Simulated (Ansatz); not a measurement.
Consider the cleavage of the B–Si bond: `OB(O)[SiH2]F` + `C[SeH]` → `C[Se]B(O)O` + `F[SiH3]`.

Isolated molecules relaxed with PBE0-D4/def2-TZVP in Ansatz; ΔE leaves out vibrations. CCSD(T)/CBS is the MP2 limit (def2-TZVPP, def2-QZVPP) plus CCSD(T) − MP2 in def2-TZVPP, frozen cores. This one scheme is used for every species. For Se outer-core shells are correlated without core-valence functions, which leaves a few kJ/mol of doubt a bond. Scalar relativity is left out up to krypton. One conformer a species, not always the lowest.

`OB(O)[SiH2]F`:

Cartesian coordinates in Å:
```
O 1.513 0.621 0.799
B 0.457 -0.206 0.537
O 0.320 -1.328 1.282
Si -0.942 0.187 -0.889
F -1.375 -1.152 -1.661
H 1.582 1.379 0.217
H 1.024 -1.430 1.934
H -2.172 0.792 -0.311
H -0.407 1.136 -1.909
```

`C[SeH]`:

Z-matrix (Å, degrees):
```
C
Se 1 1.949
H 1 1.088 2 110.6
H 1 1.087 2 110.6 3 -123.3
H 1 1.089 2 106.0 3 118.4
H 2 1.468 1 95.4 3 61.7
```

`C[Se]B(O)O`:

Z-matrix (Å, degrees):
```
C
Se 1 1.950
H 1 1.088 2 106.7
H 1 1.087 2 109.7 3 -119.4
H 1 1.087 2 109.7 3 119.3
B 2 1.959 1 98.6 3 179.9
O 6 1.365 2 121.6 1 -180.0
O 6 1.358 2 119.2 1 -0.0
H 7 0.959 6 114.8 2 -0.0
H 8 0.963 6 111.7 2 -180.0
```

`F[SiH3]`:

Z-matrix (Å, degrees):
```
Si
F 1 1.600
H 1 1.482 2 108.3
H 1 1.482 2 108.3 3 -120.0
H 1 1.482 2 108.3 3 120.0
```

```csv
species,CCSD(T)/CBS(def2) energy (Eh)
`OB(O)[SiH2]F`,-566.58098
`C[SeH]`,-2441.15625
`C[Se]B(O)O`,-2617.04653
`F[SiH3]`,-390.72345
```

(1) Work out ΔE.

Largest T1 diagnostic among the species: 0.013.

## Answers

(1) ΔE = (-2617.04653) + (-390.72345) − (-566.58098) − (-2441.15625) = -0.03275 Eh = -0.89 eV.

From PBE to PBE0 (25 % exact exchange), in def2-TZVPP and without D4, ΔE moves by −0.06 eV. The D4 term adds −0.04 eV with B3LYP and −0.02 eV with PBE0; it sums over pairs of atoms, weighted by their polarisabilities, and B3LYP, whose exchange is more repulsive, gets the larger term.

B3LYP here is the variant with VWN-RPA as its local correlation; programs differ in this.
